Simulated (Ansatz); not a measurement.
## Ligand exchange: GaH(CH3)(NH2) + C4H9NO → GaH(NH2)2 + C5H10O

Gas-phase species: GaH(CH3)(NH2), singlet; C4H9NO (butyramide) `CCCC(N)=O`, singlet; GaH(NH2)2, singlet; C5H10O (2-pentanone) `CCCC(C)=O`, singlet. The partners trade CH3 for NH2: Ga–CH3 and C–NH2 bonds give way to Ga–NH2 and C–CH3.

Shapes, held fixed at every level: PBE0-D4/def2-TZVP. Flexible molecules stand in one conformer, not always the lowest. Programs: Ansatz 0.2.0. Electronic energies: no zero-point or thermal term.

| level | kind | ΔE (kJ/mol) | less CCSD(T)/def2-TZVPP |
| --- | --- | --- | --- |
| B3LYP-D4/def2-TZVPP | global hybrid | +9.2 | +9.1 |
| PBE0-D4/def2-TZVPP | global hybrid | +14.5 | +14.4 |
| wB97M-V/def2-TZVPP | range-separated hybrid | +7.3 | +7.2 |
| B2PLYP/def2-TZVPP | double hybrid | +7.5 | +7.4 |
| MP2/def2-TZVPP | perturbation theory | +0.4 | +0.3 |
| CCSD/def2-TZVPP | coupled cluster or CI | -1.1 | -1.2 |
| CCSD(T)/def2-TZVPP | coupled cluster or CI | +0.1 | 0.0 |

The highest level, CCSD(T)/def2-TZVPP, gives ΔE = +0.1 kJ/mol; the levels span -1.1 to +14.5. That is about zero within the method's error. They disagree on the sign: 6 of 7 are positive. The column of differences is taken from that level and isn't an error. No measured value is set beside it here. Relativity is left out for Ga. Outer-core shells of Ga are correlated, in sets that cover them unevenly.
